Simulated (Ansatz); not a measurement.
```yaml
crystal:
  periodic: [false, false, false]
  atoms:
    - {symbol: C, position_ang: [-1.292040, 0.532499, -0.521867]}
    - {symbol: Sb, position_ang: [0.636865, 0.855910, 0.337182]}
    - {symbol: N, position_ang: [0.743866, -0.880066, 1.349224]}
    - {symbol: O, position_ang: [1.444045, 0.212278, -1.343535]}
    - {symbol: H, position_ang: [-1.280780, -0.447417, -1.001971]}
    - {symbol: H, position_ang: [-2.061847, 0.565914, 0.250230]}
    - {symbol: H, position_ang: [-1.497042, 1.295457, -1.273298]}
    - {symbol: H, position_ang: [0.041603, -1.583555, 1.171401]}
    - {symbol: H, position_ang: [0.945012, -0.816403, 2.335530]}
    - {symbol: H, position_ang: [2.403420, 0.214081, -1.300096]}
basis:
  gaussian: {orbitals: ANO-RCC-VTZP}
magnetization: {spin_polarized: true, initial_magnetization: 3}
hamiltonian: {xc: {name: r2SCAN0}}
output: {forces: true}
```

```sh
$ ansatz run in.yaml --threads 4 --pin off --events-out ev --progress --plain --max-ram 10444MiB
```

Question: How does Ansatz answer? (Estimate.)

Answer: Computed: The program refused the input.
```
Error: a molecule whose nuclei and cores have a total charge of 78 cannot have a net charge of 0 together with 3 unpaired electrons
```
